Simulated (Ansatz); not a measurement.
**Ligand exchange: GeH2(CH3)Br + C3H10Si → GeH2(CH3)2 + C2H7BrSi**

Gas-phase species: GeH2(CH3)Br, singlet; C3H10Si `CC[SiH2]C`, singlet; GeH2(CH3)2, singlet; C2H7BrSi `CC[SiH2]Br`, singlet. The partners trade Br for CH3: Ge–Br and Si–CH3 bonds give way to Ge–CH3 and Si–Br.

Shapes, held fixed at every level: PBE0-D4/def2-TZVP. Flexible molecules stand in one conformer, not always the lowest. Programs: Ansatz 0.2.0. The zero-point and thermal change to 298 K, harmonic and unscaled (PBE0-D4/def2-TZVP), is +0.3 kJ/mol.

```json
{"level": "HF/def2-TZVPP", "kind": "Hartree–Fock", "ΔH(298 K) (kJ/mol)": "+7.2", "less CCSD(T)/def2-TZVPP": "+7.6"}
{"level": "r2SCAN0-D4/def2-TZVPP", "kind": "global hybrid", "ΔH(298 K) (kJ/mol)": "+3.4", "less CCSD(T)/def2-TZVPP": "+3.8"}
{"level": "wB97M-V/def2-TZVPP", "kind": "range-separated hybrid", "ΔH(298 K) (kJ/mol)": "+3.1", "less CCSD(T)/def2-TZVPP": "+3.5"}
{"level": "wB97X-V/def2-TZVPP", "kind": "range-separated hybrid", "ΔH(298 K) (kJ/mol)": "+3.4", "less CCSD(T)/def2-TZVPP": "+3.8"}
{"level": "CCSD(T)/def2-SVP", "kind": "coupled cluster or CI", "ΔH(298 K) (kJ/mol)": "+4.5", "less CCSD(T)/def2-TZVPP": "+4.9"}
{"level": "CCSD/def2-SVP", "kind": "coupled cluster or CI", "ΔH(298 K) (kJ/mol)": "+4.8", "less CCSD(T)/def2-TZVPP": "+5.2"}
{"level": "CCSD(T)/def2-TZVPP", "kind": "coupled cluster or CI", "ΔH(298 K) (kJ/mol)": "-0.4", "less CCSD(T)/def2-TZVPP": "0.0"}
```

The highest level, CCSD(T)/def2-TZVPP, gives ΔH(298 K) = -0.4 kJ/mol; the levels span -0.4 to +7.2. That is about zero within the method's error. They disagree on the sign: 6 of 7 are positive. The column of differences is taken from that level and isn't an error. No measured value is set beside it here. Relativity is left out for Br, Ge. Outer-core shells of Br, Ge are correlated, in sets that cover them unevenly. CCSD(T)/def2-TZVPP lies outside the range of the other correlated levels here, so it shouldn't be taken on trust.
